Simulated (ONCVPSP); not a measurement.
nitrogen (N): one change to an ONCV potential, before and after

ONCVPSP 4.0.1 input, shortened (lines: element, Z, core and valence counts, functional; n l f; lmax; l rc ep ncon nbas qcut; lloc lpopt rc5 dvloc0; l nproj debl; icmod fcfact rcfact), PBE, fully relativistic:

```
  N 7.00    1    2        4      upf
    1    0    2.00
    2    0    2.00
    2    1    3.00
    2
    0    0.90    0.00    4    8    8.30
    1    1.40    0.00    4    9   12.10
    2    1.45    0.10    4    7    6.90
    4    2    0.70    0.00
    0    2    0.80
    1    3    1.80
    2    2    2.50
    1    0.70    0.00
```

Open shells are filled in proportion to 2j + 1.

Change: core correction Teter function, fcfact 1.75, rcfact 1.05.

Cutoffs: the cutoffs (Ha) at which the residual kinetic energy of the hardest occupied pseudo-wave falls to 1 and 0.1 mHa per electron; they do not see the model core or the augmentation charge, which bear on the density cutoff. Errors are all-electron minus pseudo energies relative to the spin-unpolarised reference configuration.

Task: How do hardness, ghosts and transferability respond?

Result: The potential gets neither clearly harder nor softer (36 Ha and 55 Ha → 36 Ha and 55 Ha); of the 4 tests that both files solve, the error grows in 4 and shrinks in 0 by more than 15 % and 0.3 meV (median size 30.5 → 42.1 meV); neither file shows a bound ghost. A model core, the more so a compact one, raises the density cutoff, which this test does not measure.

```tsv
quantity	base	changed
cutoff, loose	36 Ha	36 Ha
cutoff, tight	55 Ha	55 Ha
bound ghosts	none	none
GHOST(+) flags under 300 eV	none	none
error for 2s2 2p2, meV [ΔE 13.59 eV]	+5.6	+7.1
error for 2s2 2p1, meV [ΔE 42.44 eV]	+56	+77
error for 2s2 2p0, meV [ΔE 89.53 eV]	+255	+411
error for 2s1 2p3, meV [ΔE 25.37 eV]	+0.5	-3.3
s: phases at 0.91 bohr within 0.05 rad from the reference energy up to (Ha; the scan ends near 5)	to the end of the scan	to the end of the scan
p3/2: phases at 1.42 bohr within 0.05 rad from the reference energy up to (Ha; the scan ends near 5)	to the end of the scan	to the end of the scan
p1/2: phases at 1.42 bohr within 0.05 rad from the reference energy up to (Ha; the scan ends near 5)	to the end of the scan	to the end of the scan
d5/2: phases at 1.48 bohr within 0.05 rad from the reference energy up to (Ha; the scan ends near 5)	to the end of the scan	to the end of the scan
d3/2: phases at 1.48 bohr within 0.05 rad from the reference energy up to (Ha; the scan ends near 5)	to the end of the scan	to the end of the scan
rms error of d²Exc/dni dnj with the model core, mHa	6.95	9.92
```
